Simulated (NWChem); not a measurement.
# C2H3FN2Si; SMILES [SiH2](F)/C=N\C#N

```xyz
9

N      0.9389     2.7318    -0.0009
C      0.0135     2.0180    -0.0004
N     -1.1226     1.2987    -0.0001
C     -1.0640     0.0092     0.0006
Si     0.5123    -1.0679     0.0012
F     -0.0139    -2.5929    -0.0019
H     -2.0404    -0.4869     0.0009
H      1.2892    -0.8034     1.2329
H      1.2929    -0.7994    -1.2273
```
Atoms are numbered in this order, from 1.

Computed with NWChem. Structure relaxed at the B3LYP/6-31G* (spherical d) level. Hybrids' shares of exact exchange are those that their runs print; pure functionals count as 0. The functionals differ in more than this share.

```
row                     share of exact exchange  orbital gap (eV)
----------------------  -----------------------  ----------------
PBE/def2-TZVP                              0.00              3.04
BLYP/def2-TZVP                             0.00              3.08
TPSSh/def2-TZVP                            0.10              4.18
B3LYP/def2-TZVP                            0.20              4.93
Hartree-Fock/def2-TZVP                     1.00          withheld
```

Task: Fit a straight line of the last column on the one before it, predict the withheld value, and compare with the run.

Result: 
1. Means of the 4 shown rows: x = 0.075, y = 3.808. Slope Σ(x − x̄)(y − ȳ)/Σ(x − x̄)² = 0.2617/0.02750 = 9.518; intercept 3.094.
2. The shown rows scatter about the line by 0.080 (root mean square); the largest residual is +0.13, at TPSSh/def2-TZVP.
3. At x = 1.00 (Hartree-Fock/def2-TZVP; beyond the shown range) the line gives 12.61.
4. The run gives 12.52, -0.09 from the line, 1.1 times the scatter.
